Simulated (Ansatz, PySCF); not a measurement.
Energy difference R1 + R2 → P1 + P2, each structure at its B3LYP-D3(BJ)/def2-SVP stationary point, reached from a drawn start (curvature not checked).
R1, Cl5Nb (SMILES [Cl][Nb]([Cl])([Cl])([Cl])[Cl]) (charge 0, multiplicity 1):
```xyz
6

Nb     0.000     0.000     0.000
Cl     0.000     0.000     2.334
Cl     0.000     0.000    -2.334
Cl     2.287     0.000     0.000
Cl    -1.144     1.981     0.000
Cl    -1.144    -1.981     0.000
```
P1: Cl4H2NNb (SMILES [NH2][Nb]([Cl])([Cl])([Cl])[Cl]), charge 0, multiplicity 1.
P2: HCl (SMILES Cl), charge 0, multiplicity 1.
R2: NH3 (SMILES N), charge 0, multiplicity 1.

P less R. No zero-point or thermal terms; no spin–orbit coupling.

Programs: Ansatz (an electronic-structure program) with Gaussian orbitals; PySCF for M06-2X and the D3/D4 terms. Each number belongs to the level named beside it. Elements past Kr take the def2 small-core potentials, without spin–orbit coupling.

Q: What is the computed reaction energy (BLYP-D3(BJ)/def2-TZVPP)?

A: 8.1 kcal/mol

Q: What reaction energy does BLYP/def2-TZVPP give?

A: 7.8 kcal/mol

Q: Give the reaction energy at the level M06-2X/def2-TZVPP.

A: 3.7 kcal/mol
